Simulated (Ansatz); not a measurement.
Ansatz (an electronic-structure program) input (B3LYP-D3(BJ)/def2-TZVP):

Ansatz 0.2 input:
```yaml
crystal:
  periodic: [false, false, false]
  atoms:
    - {symbol: C, position_ang: [1.98961113, -1.21143039, -0.43394223]}
    - {symbol: C, position_ang: [1.67721269, -0.01083572, 0.40255234]}
    - {symbol: C, position_ang: [0.46472078, 0.63852387, 0.56760439]}
    - {symbol: C, position_ang: [-0.80640109, 0.35765503, 0.08475345]}
    - {symbol: C, position_ang: [-1.92536942, 1.31988098, 0.34084552]}
    - {symbol: C, position_ang: [-1.18085886, -0.85109087, -0.71915316]}
    - {symbol: H, position_ang: [1.48674854, -1.18812755, -1.40167306]}
    - {symbol: H, position_ang: [3.06289430, -1.27660073, -0.61749405]}
    - {symbol: H, position_ang: [1.69623759, -2.14740734, 0.05722968]}
    - {symbol: H, position_ang: [2.51321619, 0.41082902, 0.94838165]}
    - {symbol: H, position_ang: [0.52195974, 1.53412687, 1.18136601]}
    - {symbol: H, position_ang: [-2.36173263, 1.67489404, -0.60085248]}
    - {symbol: H, position_ang: [-2.74290084, 0.84020552, 0.89174546]}
    - {symbol: H, position_ang: [-1.59655367, 2.19072307, 0.90770948]}
    - {symbol: H, position_ang: [-1.16150918, -0.63648315, -1.79525590]}
    - {symbol: H, position_ang: [-0.52786322, -1.70071584, -0.54167206]}
    - {symbol: H, position_ang: [-2.20398813, -1.15766109, -0.48544673]}
basis:
  gaussian:
    orbitals: def2-TZVP
hamiltonian:
  xc: b3lyp
  dispersion: d3bj
magnetization: {spin_polarized: true, initial_magnetization: 1}
phonons: {temperatures: {t_min: 298.15, t_max: 298.15, t_step: 100}}
```

Output:

```
Functional definition: B3LYP
integrals: 0.19 GiB planned
1564 factors; their error is unknown
0.35 GiB of the device are held for the grids
1.51 GiB of device memory are held for the factors and their scratch space
mean field: 1.78 GiB planned
mean field evaluation 1: about -6387.0607 eV, gradient 5.8e1 eV
mean field evaluation 2: about -6378.7003 eV, gradient 6.8e1 eV
mean field evaluation 4: about -6402.8654 eV, gradient 4.7e0 eV
mean field evaluation 8: about -6402.9637 eV, gradient 1.9e-1 eV
mean field evaluation 16: about -6402.9329 eV, gradient 9.8e-4 eV
mean field -6402.93294068 eV, -235.3034455060 hartree, gradient 3.4e-5 eV, S^2 0.775621; 0 other end points of the search recorded, 0 dependent functions left out
the calculation of the forces begins
reference -6402.93326716 eV, -235.3034575040 hartree; 24, 23 occupied and 228, 229 virtual orbitals, 1564 factors
these checks for a lower state are left out or cut short: stability, starts, cluster_reference, orbital_swaps, neighbouring_geometries, increment
integrals: 0.19 GiB planned
1564 factors; their error is unknown
0.35 GiB of the device are held for the grids
1.51 GiB of device memory are held for the factors and their scratch space
mean field: 1.78 GiB planned
mean field -6402.93284104 eV, -235.3034418445 hartree, gradient 2.7e-6 eV, S^2 0.775623; 0 other end points of the search recorded, 0 dependent functions left out
the calculation of the forces begins
reference -6402.93316749 eV, -235.3034538412 hartree; 24, 23 occupied and 228, 229 virtual orbitals, 1564 factors
these checks for a lower state are left out or cut short: stability, starts, cluster_reference, orbital_swaps, neighbouring_geometries, increment
integrals: 0.19 GiB planned
1564 factors; their error is unknown
0.35 GiB of the device are held for the grids
1.51 GiB of device memory are held for the factors and their scratch space
mean field: 1.78 GiB planned
mean field evaluation 32: about -6402.9327 eV, gradient 5.2e-4 eV
mean field -6402.93269973 eV, -235.3034366514 hartree, gradient 2.7e-6 eV, S^2 0.775619; 0 other end points of the search recorded, 0 dependent functions left out
the calculation of the forces begins
reference -6402.93302625 eV, -235.3034486507 hartree; 24, 23 occupied and 228, 229 virtual orbitals, 1564 factors
these checks for a lower state are left out or cut short: stability, starts, cluster_reference, orbital_swaps, neighbouring_geometries, increment
integrals: 0.19 GiB planned
1564 factors; their error is unknown
0.35 GiB of the device are held for the grids
1.51 GiB of device memory are held for the factors and their scratch space
mean field: 1.78 GiB planned
mean field -6402.93276162 eV, -235.3034389258 hartree, gradient 2.7e-6 eV, S^2 0.775609; 0 other end points of the search recorded, 0 dependent functions left out
the calculation of the forces begins
reference -6402.93308816 eV, -235.3034509259 hartree; 24, 23 occupied and 228, 229 virtual orbitals, 1564 factors
these checks for a lower state are left out or cut short: stability, starts, cluster_reference, orbital_swaps, neighbouring_geometries, increment
integrals: 0.19 GiB planned
1564 factors; their error is unknown
0.35 GiB of the device are held for the grids
1.51 GiB of device memory are held for the factors and their scratch space
mean field: 1.78 GiB planned
mean field -6402.93283164 eV, -235.3034414989 hartree, gradient 2.7e-6 eV, S^2 0.775633; 0 other end points of the search recorded, 0 dependent functions left out
[...]
reference -6402.93324123 eV, -235.3034565512 hartree; 24, 23 occupied and 228, 229 virtual orbitals, 1564 factors
these checks for a lower state are left out or cut short: stability, starts, cluster_reference, orbital_swaps, neighbouring_geometries, increment
integrals: 0.19 GiB planned
1564 factors; their error is unknown
0.35 GiB of the device are held for the grids
1.51 GiB of device memory are held for the factors and their scratch space
mean field: 1.78 GiB planned
mean field evaluation 672: about -6402.9328 eV, gradient 2.7e-6 eV
mean field -6402.93283653 eV, -235.3034416786 hartree, gradient 2.7e-6 eV, S^2 0.775619; 0 other end points of the search recorded, 0 dependent functions left out
the calculation of the forces begins
reference -6402.93316301 eV, -235.3034536766 hartree; 24, 23 occupied and 228, 229 virtual orbitals, 1564 factors
these checks for a lower state are left out or cut short: stability, starts, cluster_reference, orbital_swaps, neighbouring_geometries, increment
integrals: 0.19 GiB planned
1564 factors; their error is unknown
0.35 GiB of the device are held for the grids
1.51 GiB of device memory are held for the factors and their scratch space
mean field: 1.78 GiB planned
mean field -6402.93290645 eV, -235.3034442481 hartree, gradient 2.7e-6 eV, S^2 0.775623; 0 other end points of the search recorded, 0 dependent functions left out
the calculation of the forces begins
reference -6402.93323293 eV, -235.3034562462 hartree; 24, 23 occupied and 228, 229 virtual orbitals, 1564 factors
these checks for a lower state are left out or cut short: stability, starts, cluster_reference, orbital_swaps, neighbouring_geometries, increment
integrals: 0.19 GiB planned
1564 factors; their error is unknown
0.35 GiB of the device are held for the grids
1.51 GiB of device memory are held for the factors and their scratch space
mean field: 1.78 GiB planned
mean field -6402.93290848 eV, -235.3034443229 hartree, gradient 2.7e-6 eV, S^2 0.775622; 0 other end points of the search recorded, 0 dependent functions left out
the calculation of the forces begins
reference -6402.93323496 eV, -235.3034563208 hartree; 24, 23 occupied and 228, 229 virtual orbitals, 1564 factors
these checks for a lower state are left out or cut short: stability, starts, cluster_reference, orbital_swaps, neighbouring_geometries, increment
integrals: 0.19 GiB planned
1564 factors; their error is unknown
0.35 GiB of the device are held for the grids
1.51 GiB of device memory are held for the factors and their scratch space
mean field: 1.78 GiB planned
mean field -6402.93293896 eV, -235.3034454431 hartree, gradient 2.7e-6 eV, S^2 0.775620; 0 other end points of the search recorded, 0 dependent functions left out
the calculation of the forces begins
reference -6402.93326545 eV, -235.3034574412 hartree; 24, 23 occupied and 228, 229 virtual orbitals, 1564 factors
these checks for a lower state are left out or cut short: stability, starts, cluster_reference, orbital_swaps, neighbouring_geometries, increment
integrals: 0.19 GiB planned
1564 factors; their error is unknown
0.35 GiB of the device are held for the grids
1.51 GiB of device memory are held for the factors and their scratch space
mean field: 1.78 GiB planned
mean field -6402.93282823 eV, -235.3034413738 hartree, gradient 2.7e-6 eV, S^2 0.775623; 0 other end points of the search recorded, 0 dependent functions left out
the calculation of the forces begins
reference -6402.93315468 eV, -235.3034533705 hartree; 24, 23 occupied and 228, 229 virtual orbitals, 1564 factors
these checks for a lower state are left out or cut short: stability, starts, cluster_reference, orbital_swaps, neighbouring_geometries, increment
integrals: 0.19 GiB planned
1564 factors; their error is unknown
0.35 GiB of the device are held for the grids
1.51 GiB of device memory are held for the factors and their scratch space
mean field: 1.78 GiB planned
mean field evaluation 704: about -6402.9329 eV, gradient 5.2e-4 eV
mean field -6402.93287372 eV, -235.3034430453 hartree, gradient 2.7e-6 eV, S^2 0.775619; 0 other end points of the search recorded, 0 dependent functions left out
the calculation of the forces begins
reference -6402.93320024 eV, -235.3034550447 hartree; 24, 23 occupied and 228, 229 virtual orbitals, 1564 factors
these checks for a lower state are left out or cut short: stability, starts, cluster_reference, orbital_swaps, neighbouring_geometries, increment
integrals: 0.19 GiB planned
1564 factors; their error is unknown
0.35 GiB of the device are held for the grids
1.51 GiB of device memory are held for the factors and their scratch space
mean field: 1.78 GiB planned
mean field -6402.93289154 eV, -235.3034437004 hartree, gradient 2.7e-6 eV, S^2 0.775620; 0 other end points of the search recorded, 0 dependent functions left out
the calculation of the forces begins
reference -6402.93321801 eV, -235.3034556979 hartree; 24, 23 occupied and 228, 229 virtual orbitals, 1564 factors
these checks for a lower state are left out or cut short: stability, starts, cluster_reference, orbital_swaps, neighbouring_geometries, increment
integrals: 0.19 GiB planned
1564 factors; their error is unknown
0.35 GiB of the device are held for the grids
1.51 GiB of device memory are held for the factors and their scratch space
mean field: 1.78 GiB planned
mean field -6402.93294641 eV, -235.3034457166 hartree, gradient 2.7e-6 eV, S^2 0.775622; 0 other end points of the search recorded, 0 dependent functions left out
the calculation of the forces begins
reference -6402.93327290 eV, -235.3034577151 hartree; 24, 23 occupied and 228, 229 virtual orbitals, 1564 factors
these checks for a lower state are left out or cut short: stability, starts, cluster_reference, orbital_swaps, neighbouring_geometries, increment
integrals: 0.19 GiB planned
1564 factors; their error is unknown
0.35 GiB of the device are held for the grids
1.51 GiB of device memory are held for the factors and their scratch space
mean field: 1.78 GiB planned
mean field -6402.93291028 eV, -235.3034443890 hartree, gradient 2.7e-6 eV, S^2 0.775621; 0 other end points of the search recorded, 0 dependent functions left out
the calculation of the forces begins
reference -6402.93323677 eV, -235.3034563873 hartree; 24, 23 occupied and 228, 229 virtual orbitals, 1564 factors
these checks for a lower state are left out or cut short: stability, starts, cluster_reference, orbital_swaps, neighbouring_geometries, increment
integrals: 0.19 GiB planned
1564 factors; their error is unknown
0.35 GiB of the device are held for the grids
1.51 GiB of device memory are held for the factors and their scratch space
mean field: 1.78 GiB planned
mean field -6402.93293356 eV, -235.3034452445 hartree, gradient 2.7e-6 eV, S^2 0.775621; 0 other end points of the search recorded, 0 dependent functions left out
the calculation of the forces begins
reference -6402.93326003 eV, -235.3034572422 hartree; 24, 23 occupied and 228, 229 virtual orbitals, 1564 factors
Total energy: -6403.55208518 eV, -235.3261986470 hartree
Atom 0 at     1.989611    -1.211430    -0.433942 Å, force     0.000620    -0.000689     0.000190 eV/Å
Atom 1 at     1.677213    -0.010836     0.402552 Å, force    -0.000558     0.000405     0.000487 eV/Å
Atom 2 at     0.464721     0.638524     0.567604 Å, force     0.001294    -0.000208    -0.000480 eV/Å
Atom 3 at    -0.806401     0.357655     0.084753 Å, force    -0.001245    -0.000325     0.000369 eV/Å
Atom 4 at    -1.925369     1.319881     0.340846 Å, force    -0.000079    -0.000330     0.000334 eV/Å
Atom 5 at    -1.180859    -0.851091    -0.719153 Å, force    -0.000162     0.000010    -0.000397 eV/Å
Atom 6 at     1.486749    -1.188128    -1.401673 Å, force     0.000053    -0.000151    -0.000183 eV/Å
Atom 7 at     3.062894    -1.276601    -0.617494 Å, force    -0.000361     0.000131    -0.000009 eV/Å
Atom 8 at     1.696238    -2.147407     0.057230 Å, force    -0.000343     0.000509    -0.000130 eV/Å
Atom 9 at     2.513216     0.410829     0.948382 Å, force    -0.000115     0.000167    -0.000124 eV/Å
Atom 10 at     0.521960     1.534127     1.181366 Å, force     0.000100    -0.000009    -0.000106 eV/Å
Atom 11 at    -2.361733     1.674894    -0.600852 Å, force     0.000063     0.000229    -0.000007 eV/Å
Atom 12 at    -2.742901     0.840206     0.891745 Å, force     0.000159     0.000095    -0.000220 eV/Å
Atom 13 at    -1.596554     2.190723     0.907709 Å, force     0.000007     0.000031    -0.000000 eV/Å
Atom 14 at    -1.161509    -0.636483    -1.795256 Å, force     0.000164    -0.000322     0.000915 eV/Å
Atom 15 at    -0.527863    -1.700716    -0.541672 Å, force    -0.000438     0.000456    -0.000343 eV/Å
Atom 16 at    -2.203988    -1.157661    -0.485447 Å, force     0.000841     0.000001    -0.000298 eV/Å
Dipole moment:    -0.061834    -0.051183    -0.058419 e Å
Vibrations: 75.35 88.52 161.60 165.07 259.93 282.52 330.32 394.67 478.11 644.39 652.68 794.79 921.63 931.00 970.99 996.04 1021.59 1037.16 1068.80 1090.64 1236.33 1254.51 1368.30 1400.64 1406.33 1416.77 1466.09 1466.33 1477.25 1480.99 1488.33 1501.32 1507.63 1522.49 2988.72 2992.35 2993.65 3019.78 3048.85 3063.28 3096.81 3100.75 3117.03 3143.41 3160.11 cm⁻¹, zero-point energy 4.096678 eV
```

It need not be the lowest isomer of its formula.
